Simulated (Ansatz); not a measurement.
Computed with Ansatz on PBE0-D4/def2-TZVP structures; ΔE is electronic, products minus reactants. CCSD(T)/CBS is the MP2 limit (def2-TZVPP, def2-QZVPP) plus CCSD(T) − MP2 in def2-TZVPP, frozen cores. This one scheme is used for every species. DFT in def2-TZVPP. B3LYP here is the variant with VWN-RPA as its local correlation; programs differ in this. HSE06 is defined as in plane-wave codes. For Ga, Ge outer-core shells are correlated without core-valence functions, which leaves a few kJ/mol of doubt a bond. Scalar relativity is left out up to krypton. Each species was taken in one conformer, which may not be the lowest.

Reaction (hydrogenolysis of a C–Ge bond): `[Cl][GaH][CH2][GeH3]` + H₂ → `[CH3][GaH][Cl]` + GeH₄

`[Cl][GaH][CH2][GeH3]`:

Cartesian coordinates in Å:
```
Cl 2.533 1.448 1.214
Ga 1.124 -0.178 1.384
C 0.316 -0.735 -0.297
Ge -1.168 0.421 -0.853
H 0.889 -0.691 2.836
H 1.074 -0.697 -1.083
H -0.060 -1.758 -0.215
H -0.662 1.854 -1.077
H -2.250 0.444 0.244
H -1.796 -0.109 -2.153
```

H₂:

Cartesian coordinates in Å:
```
H -0.304 0.216 -0.001
H 0.304 -0.216 0.001
```

`[CH3][GaH][Cl]`:

Cartesian coordinates in Å:
```
C 0.221 -0.899 0.250
Ga -0.250 0.970 -0.056
Cl -0.276 1.622 -2.116
H 1.076 -0.967 0.926
H 0.464 -1.397 -0.689
H -0.614 -1.421 0.724
H -0.621 2.093 0.961
```

GeH₄:

```xyz
5

Ge    0.000    0.000    0.000
H    -0.371   -0.106    1.485
H     1.475    0.400   -0.131
H    -0.879    1.062   -0.672
H    -0.225   -1.356   -0.681
```

```
             level  ΔE (kJ/mol)  difference from CCSD(T)/CBS
       LDA (SPW92)        -32.7                        -10.2
            PBE-D4        -28.0                         -5.5
         revPBE-D4        -24.3                         -1.8
           BLYP-D4        -28.9                         -6.4
         r2SCAN-D4        -29.2                         -6.7
            B97M-V        -40.0                        -17.5
           PBE0-D4        -30.2                         -7.7
          B3LYP-D4        -31.6                         -9.1
        r2SCANh-D4        -29.9                         -7.4
        r2SCAN0-D4        -30.9                         -8.4
          HSE06-D4        -30.1                         -7.6
          BHLYP-D4        -33.3                        -10.8
      CAM-B3LYP-D4        -36.7                        -14.2
           ωB97M-V        -31.1                         -8.6
            B2PLYP        -34.5                        -12.0
          PBE-QIDH        -28.7                         -6.2
               PBE        -35.7                        -13.2
            revPBE        -38.1                        -15.6
              BLYP        -43.8                        -21.3
            r2SCAN        -31.2                         -8.7
              PBE0        -37.1                        -14.6
             B3LYP        -44.0                        -21.5
           r2SCANh        -32.1                         -9.6
           r2SCAN0        -33.5                        -11.0
             HSE06        -36.8                        -14.3
             BHLYP        -45.7                        -23.2
           LC-ωPBE        -37.9                        -15.4
       HF/def2-SVP        -59.2                        -36.7
      MP2/def2-SVP        -30.6                         -8.1
     CCSD/def2-SVP        -42.0                        -19.5
     HF/def2-TZVPP        -52.7                        -30.2
    MP2/def2-TZVPP        -16.8                          5.7
SCS-MP2/def2-TZVPP        -23.8                         -1.3
   CCSD/def2-TZVPP        -29.9                         -7.4
CCSD(T)/def2-TZVPP        -24.8                         -2.3
     HF/def2-QZVPP        -53.7                        -31.2
    MP2/def2-QZVPP        -15.8                          6.7
SCS-MP2/def2-QZVPP        -23.1                         -0.6
     MP2/CBS(def2)        -14.5                          8.0
    CCSD/CBS(def2)        -27.6                         -5.1
       CCSD(T)/CBS        -22.5                            0
```

Largest T1 diagnostic among the species: 0.012.

At CCSD(T), def2-SVP lies −15.6 kJ/mol from the extrapolated value and def2-TZVPP −2.3 kJ/mol. The D4 term adds +12.4 kJ/mol with B3LYP and +6.9 kJ/mol with PBE0; it sums over pairs of atoms, weighted by their polarisabilities, and B3LYP, whose exchange is more repulsive, gets the larger term. Leaving LDA and LC-ωPBE aside and taking each functional with its dispersion term where it has one, the values spread over 15.7 kJ/mol, from B97M-V to revPBE-D4.

CCSD(T)/CBS has its own doubt, a few kJ/mol and more with outer-core shells, so smaller differences from it don't rank the levels.
